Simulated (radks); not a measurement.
These are the eigenvalues of the occupied orbitals of an atom or ion with whole-number occupations (eV). Calculated with a radial shooting solver on a logarithmic mesh with Libxc functionals: scalar-relativistic Kohn-Sham, exchange-only LDA, spin-polarised, spherical densities, point nucleus.

| orbital | eigenvalue |
|---|---|
| 1s up | -66715.00 |
| 1s down | -66698.63 |
| 2s up | -15448.97 |
| 2s down | -15426.45 |
| 2p up | -14293.94 |
| 2p down | -14267.50 |

Which element is it, and in what charge state? The configuration may be excited. Open shells, if any, are filled with parallel spins first.

Answer. Z = 70, ytterbium, charge +61: Yb61+ in [He] 2s2 2p5. The list shows which subshells hold electrons but not how many an open one holds; the 1s level, -2451.7 hartree, gives Z - s = 70.0 by -(Z - s)^2/2, which with screening and relativity narrows Z to a few neighbours, and the depths of the outer levels then fix element, charge and occupations together.
